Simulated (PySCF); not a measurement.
## What builds the first ionisation energy along the 5p block

All values are computed (PySCF 2.14, energy differences of UHF-based or UKS calculations, no spin-orbit coupling). Each column adds one step, in eV (sums use unrounded values): valence MP2, valence CCSD, valence triples, then the next inner shell at CCSD(T) (In 4s 4p 4d, Sn 4s 4p 4d, Sb 4s 4p 4d, Te 4s 4p 4d, I 4s 4p 4d, Xe 4s 4p 4d). References (NIST) marked * lie between the lowest fine-structure levels; the others compare directly ((s) semi-empirical, (t) theoretical).

```json
{"element": "In [Kr] 4d10 5s2 5p1 → [Kr] 4d10 5s2 (aug-cc-pwCVDZ-PP with ECP28MDF, ECP)", "UHF": "5.207", "+ MP2": "0.140", "+ CCSD": "0.062", "+ (T)": "0.015", "+ inner shell": "-0.003", "sum": "5.421", "reference": "5.603"}
{"element": "Sn [Kr] 4d10 5s2 5p2 → [Kr] 4d10 5s2 5p1 (aug-cc-pwCVDZ-PP with ECP28MDF, ECP)", "UHF": "6.856", "+ MP2": "0.237", "+ CCSD": "0.029", "+ (T)": "0.013", "+ inner shell": "0.015", "sum": "7.150", "reference": "7.389"}
{"element": "Sb [Kr] 4d10 5s2 5p3 → [Kr] 4d10 5s2 5p2 (aug-cc-pwCVDZ-PP with ECP28MDF, ECP)", "UHF": "8.593", "+ MP2": "0.323", "+ CCSD": "-0.033", "+ (T)": "0.011", "+ inner shell": "0.027", "sum": "8.920", "reference": "9.124"}
{"element": "Te [Kr] 4d10 5s2 5p4 → [Kr] 4d10 5s2 5p3 (aug-cc-pwCVDZ-PP with ECP28MDF, ECP)", "UHF": "7.703", "+ MP2": "0.428", "+ CCSD": "0.045", "+ (T)": "0.019", "+ inner shell": "0.041", "sum": "8.236", "reference": "8.749"}
{"element": "Xe [Xe] → [Kr] 4d10 5s2 5p5 (aug-cc-pwCVDZ-PP with ECP28MDF, ECP)", "UHF": "11.578", "+ MP2": "0.680", "+ CCSD": "-0.091", "+ (T)": "0.019", "+ inner shell": "0.024", "sum": "12.210", "reference": "12.565"}
```

Estimate the missing row, I [Kr] 4d10 5s2 5p5 → [Kr] 4d10 5s2 5p4 (aug-cc-pwCVDZ-PP with ECP28MDF, ECP).

The calculation gives UHF 9.584; + MP2 0.560; + CCSD -0.016; + (T) 0.018; + inner shell 0.033; sum 10.179. The reference value is 10.519.

Double-zeta sets recover only part of the correlation energy.

What remains against the references is mostly basis incompleteness.

What share of the correlation contribution for Xe comes from the inner shell?

The four steps add to 0.632 eV, of which the inner shell gives 0.024 eV, or 4 %.
